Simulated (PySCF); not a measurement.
HN$_{2}$ (SMILES N#[NH+]), charge +1, singlet, geometry from GFN2-xTB. Base run: MP2/cc-pVDZ in PySCF.

PySCF was given this input:
```python
from pyscf import gto, scf, mp

mol = gto.Mole()
mol.atom = '''
    N    -0.00000000   -0.00000000   -0.43539476
    N     0.00000000    0.00000000    0.64482984
    H    -0.00000000   -0.00000000   -1.46604558
'''
mol.basis = 'cc-pvdz'
mol.charge = 1
mol.verbose = 4
mol.build()

mf = scf.RHF(mol)
mf.kernel()

pt = mp.MP2(mf, frozen=2)
pt.kernel()
print('E(MP2) = %.10f' % pt.e_tot)
```

Each row names what was changed in the base input (with any setting that the change needs).

```csv
change,basis functions,E (Eh),MP2 correlation (Eh),SCF-reference HOMO (eV),SCF-reference HOMO-LUMO gap (eV)
base,33,-109.45695,-0.30882,-26.78,21.97
basis = 6-31G,20,-109.29962,-0.23608,-27.05,21.76
basis = pcseg-0,20,-109.02050,-0.24012,-27.36,21.87
basis = def2-SV(P),30,-109.34712,-0.30770,-26.97,22.04
basis = 6-31G*,30,-109.43492,-0.30454,-26.83,21.99
basis = 6-31G**,33,-109.44274,-0.30743,-26.82,21.96
basis = pc-1,33,-109.41722,-0.31356,-26.83,21.81
basis = 6-311G**,42,-109.49211,-0.32819,-26.79,21.89
basis = aug-cc-pVDZ,55,-109.46611,-0.31535,-26.75,21.65
"basis = 6-311+G(2d,p)",60,-109.51248,-0.34303,-26.73,21.67
basis = def2-TZVP,68,-109.55163,-0.36867,-26.73,21.78
basis = cc-pVTZ,74,-109.55200,-0.37270,-26.73,21.82
basis = def2-QZVP,144,-109.58357,-0.39537,-26.72,21.70
```

Totals compare only among sets that treat the same electrons; sets with core potentials leave the core out.
